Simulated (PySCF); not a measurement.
1-phenylaziridine, C8H9N.
SMILES with atom numbers: `[cH:1]1[cH:2][cH:3][c:4]([N:5]2[CH2:6][CH2:7]2)[cH:8][cH:9]1`

Definitions: NICS(0) = −σiso at the ring centroid; NICS(1) = −σiso and NICS(1)zz = −σzz at ±1 Å along the ring normal z. Level: GIAO PBE0/pcSseg-1 (PySCF, non-relativistic, gas phase) on the GFN2-xTB geometry, one conformer.

Rings: 1. C1–C2–C3–C4–C8–C9; 2. N5–C6–C7.

```tsv
set	NICS(0)	NICS(1), two faces	NICS(1)zz, two faces
P	-8.7	-10.5 / -11.2	-26.2 / -26.5
Q	-43.4	-5.8 / -7.2	-21.1 / -16.8
```

**Question.** Which set (ppm) belongs to which ring?

**Answer.** P = 1, Q = 2.
- 1 (6-membered carbocycle; formal bonds all aromatic): mean NICS(1)zz -26.4 ppm, shielded, aromatic by this magnetic criterion (flat ring, no four-coordinate atom).
- 2 (3-membered ring with N; formal bonds all single): mean NICS(1)zz -19.0 ppm, shielded. C6, C7 have four or more neighbours, so the value isn't read as a sign of a π ring current.

**Question.** How do the rings differ in shape?

**Answer.** 
| ring | bond lengths (Å) | rms pucker (Å) | HOMA | nearest outside atom to a NICS(1) probe (Å) |
| --- | --- | --- | --- | --- |
| 1 | 1.385, 1.381, 1.394, 1.394, 1.381, 1.385 | 0.00 | 0.99 | hydrogen 2.66 |
| 2 | 1.433, 1.483, 1.433 | 0.00 | – | hydrogen 1.43 |

HOMA = 1 − mean of α(R − Ropt)² over the ring bonds, with Krygowski's 1993 parameters (CC: Ropt 1.388 Å, α 257.7 Å⁻²). A dash marks a ring with a four-coordinate atom, a triple bond, no multiple bond or a kind of bond without parameters.

Conformer computed: `[cH:1]1[cH:2][cH:3][c:4]([N:5]2[CH2:6][CH2:7]2)[cH:8][cH:9]1`: C3–C4–N5–C6 -54°.
